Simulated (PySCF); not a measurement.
Members of one series of related molecules.

All values: PBE0/pcSseg-1 (PySCF) at GFN2-xTB geometries, gas phase, one conformer each.

(1) Rank by the lowest IAO charge on any atom, highest value first.
A. `C[SiH](C)n1cccn1`
B. `CC[C@H](C)n1cccn1`
C. `c1c(cc(F)cc1)-n1cccn1`

(2) Rank by dipole moment, highest first.
A. `[CH3:1][CH2:2][C@H:3]([CH3:4])[n:5]1[n:6][cH:7][cH:8][c:9]1[CH3:10]` with C1–C2–C3–C4 -175°, C2–C3–N5–N6 59°
B. `[CH3:1][CH2:2][C@H:3]([CH3:4])[n:5]1[cH:6][cH:7][cH:8][n:9]1` with C1–C2–C3–C4 -175°, C2–C3–N5–C6 -118°
C. `[CH:1]#[C:2][c:3]1[cH:4][cH:5][n:6][n:7]1[C@H:8]([CH3:9])[CH2:10][CH3:11]` with N6–N7–C8–C9 63°, N7–C8–C10–C11 -64°
D. `[F:1][c:2]1[cH:3][cH:4][cH:5][c:6](-[n:7]2[cH:8][cH:9][cH:10][n:11]2)[cH:12]1` with C5–C6–N7–C8 180°

(3) Rank by HOMO energy, lowest first.
A. `C[SiH](C)N1C=CC=N1`
B. `[C@H](C)(CC)n1nccc1C#N`
C. `CC[C@H](C)n1nccc1C`

Results:

(1) C (-0.270 e), B (-0.425 e), A (-0.731 e).

(2) A (2.47 D), B (2.08 D), C (1.64 D), D (0.87 D).

(3) B (-7.70 eV), A (-7.09 eV), C (-6.70 eV).

All values together:

```
              SMILES                   change    formula  μ (D)  HOMO (eV)  LUMO (eV)  lowest IAO charge (e)  highest IAO charge (e)  lowest Hirshfeld charge (e)  highest Hirshfeld charge (e)
   CC[C@H](C)n1cccn1                   parent    C7H12N2   2.08      -7.00       0.67             -0.425 (C)              +0.163 (H)                   -0.133 (N)                    +0.060 (H)
   Fc1ccccc1-n1cccn1  sBu replaced by 2-FC6H4    C9H7FN2   0.93      -6.75      -1.01             -0.271 (F)              +0.263 (C)                   -0.126 (N)                    +0.080 (C)
  CC[C@H](C)n1nccc1C        H replaced by CH3    C8H14N2   2.47      -6.70       0.72             -0.434 (C)              +0.163 (H)                   -0.137 (N)                    +0.055 (H)
C#Cc1ccnn1[C@H](C)CC    H replaced by ethynyl    C9H12N2   1.64      -6.81      -0.60             -0.424 (C)              +0.206 (H)                   -0.122 (C)                    +0.095 (H)
  C[Si](C)(C)n1cccn1    sBu replaced by SiMe3  C6H12N2Si   2.18      -7.03       0.53             -0.732 (C)             +1.188 (Si)                   -0.218 (C)                   +0.461 (Si)
    C[SiH](C)n1cccn1   sBu replaced by SiHMe2  C5H10N2Si   2.20      -7.09       0.42             -0.731 (C)             +1.057 (Si)                   -0.213 (C)                   +0.430 (Si)
         CCCCn1cccn1      sBu replaced by nBu    C7H12N2   2.17      -7.06       0.54             -0.416 (C)              +0.165 (H)                   -0.141 (N)                    +0.060 (H)
 Fc1cccc(-n2cccn2)c1  sBu replaced by 3-FC6H4    C9H7FN2   0.87      -6.80      -1.13             -0.270 (F)              +0.305 (C)                   -0.123 (N)                    +0.090 (C)
CC[C@H](C)n1nccc1C#N         H replaced by CN    C8H11N3   2.47      -7.70      -1.16             -0.424 (C)              +0.178 (H)                   -0.209 (N)                    +0.076 (C)
```

Conformers: `[CH3:1][CH2:2][C@H:3]([CH3:4])[n:5]1[cH:6][cH:7][cH:8][n:9]1` with C1–C2–C3–C4 -175°, C2–C3–N5–C6 -118°; `[F:1][c:2]1[cH:3][cH:4][cH:5][cH:6][c:7]1-[n:8]1[cH:9][cH:10][cH:11][n:12]1` with C6–C7–N8–C9 174°; `[CH3:1][CH2:2][C@H:3]([CH3:4])[n:5]1[n:6][cH:7][cH:8][c:9]1[CH3:10]` with C1–C2–C3–C4 -175°, C2–C3–N5–N6 59°; `[CH:1]#[C:2][c:3]1[cH:4][cH:5][n:6][n:7]1[C@H:8]([CH3:9])[CH2:10][CH3:11]` with N6–N7–C8–C9 63°, N7–C8–C10–C11 -64°; `[CH3:1][SiH:2]([CH3:3])[n:4]1[cH:5][cH:6][cH:7][n:8]1` with C1–Si2–N4–C5 29°; `[CH3:1][CH2:2][CH2:3][CH2:4][n:5]1[cH:6][cH:7][cH:8][n:9]1` with C1–C2–C3–C4 -177°, C2–C3–C4–N5 67°, C3–C4–N5–C6 80°; `[F:1][c:2]1[cH:3][cH:4][cH:5][c:6](-[n:7]2[cH:8][cH:9][cH:10][n:11]2)[cH:12]1` with C5–C6–N7–C8 180°; `[CH3:1][CH2:2][C@H:3]([CH3:4])[n:5]1[n:6][cH:7][cH:8][c:9]1[C:10]#[N:11]` with C1–C2–C3–C4 -175°, C2–C3–N5–N6 60°.

Task: Give the shifts from the parent, `CC[C@H](C)n1cccn1`.

Result: 
| SMILES | change in μ (D) | change in HOMO (eV) | change in LUMO (eV) |
| --- | --- | --- | --- |
| Fc1ccccc1-n1cccn1 | -1.15 | +0.25 | -1.68 |
| CC[C@H](C)n1nccc1C | +0.39 | +0.30 | +0.05 |
| C#Cc1ccnn1[C@H](C)CC | -0.44 | +0.19 | -1.27 |
| C[Si](C)(C)n1cccn1 | +0.10 | -0.03 | -0.14 |
| C[SiH](C)n1cccn1 | +0.12 | -0.09 | -0.25 |
| CCCCn1cccn1 | +0.09 | -0.06 | -0.13 |
| Fc1cccc(-n2cccn2)c1 | -1.21 | +0.20 | -1.80 |
| CC[C@H](C)n1nccc1C#N | +0.39 | -0.70 | -1.83 |
